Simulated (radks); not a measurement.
Question: Isoelectronic series with 10 electrons, each ion in its NIST ground configuration. All-electron calculation, Dirac Kohn-Sham, LDA (Slater exchange, Perdew-Wang correlation), spin-unpolarised, spherical densities, finite nucleus; Fermi nuclear charge, rms radius of each element as measured or else 0.836 A^(1/3) + 0.57 fm. Program: a radial shooting solver on a logarithmic mesh with Libxc functionals. Total energies (hartree) and orbital eigenvalues (hartree):

| ion | configuration | E (hartree) | 2p3/2 | 2p1/2 |
|---|---|---|---|---|
| Ne | [Ne] | -128.37486 | -0.49605 | -0.49986 |
| Mg2+ | [Ne] | -198.60696 | -2.45250 | -2.46321 |
| Al3+ | [Ne] | -239.79488 | -3.82429 | -3.84073 |
| P5+ | [Ne] | -334.31813 | -7.33320 | -7.36765 |
| S6+ | [Ne] | -387.66304 | -9.46732 | -9.51493 |
| Cl7+ | [Ne] | -445.07219 | -11.85349 | -11.91772 |
| Ar8+ | [Ne] | -506.55342 | -14.49130 | -14.57617 |
| K9+ | [Ne] | -572.11542 | -17.38047 | -17.49059 |
| Ca10+ | [Ne] | -641.76764 | -20.52083 | -20.66147 |
| Sc11+ | [Ne] | -715.52029 | -23.91230 | -24.08941 |
| Ti12+ | [Ne] | -793.38433 | -27.55482 | -27.77511 |
| V13+ | [Ne] | -875.37144 | -31.44840 | -31.71937 |

Estimate the row of Si4+ ([Ne]).

Answer: E (hartree) -285.03061; 2p3/2 -5.45182; 2p1/2 -5.47604.
